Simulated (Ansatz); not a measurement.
The molecule ZrAl, multiplicity 4 (lowest of 2S+1 = 2, 4, 6 at CCSD(T)/def2-TZVPP on PBE0 minima; our sources give no spin for the ground state, which may be another). No spin–orbit coupling. The T1 diagnostic near the minimum is 0.071, so single-reference values are doubtful.

Constants: fifth-degree fit in 1/R to seven points, most abundant isotopes. In def2 and cc sets the state is the lowest found near the PBE0 minimum, followed along R.

Codes used: Ansatz (Gaussian orbitals). Each number belongs to the level named beside it. In def2 rows elements past Kr take small-core potentials, without spin–orbit coupling.

Energies at wB97X-V/def2-TZVPP:

```csv
R (Å),E (hartree)
2.545576,-289.21830760
2.614005,-289.22021811
2.676960,-289.22081924
2.748127,-289.22043632
2.819294,-289.21917125
2.901409,-289.21689227
2.997210,-289.21347939
```

**Question.** With a reduced mass of 20.7532 u, find the minimum, the force constant and the constants.

**Answer.** A fifth-degree polynomial in 1/R puts the minimum at r_e = 2.6859 Å with force constant 94.6 N/m. Then ω_e = (1/2πc)√(k/μ) = 278 cm⁻¹ and B_e = h/(8π²cμr_e²) = 0.1126 cm⁻¹; the cubic and quartic terms give α_e = 0.00058 and ω_e x_e = 1.1 cm⁻¹.

Doubts at one or more of the structures used: a spin-contaminated determinant (wB97X-V/def2-TZVPP).

Ansatz is a first-principles code.
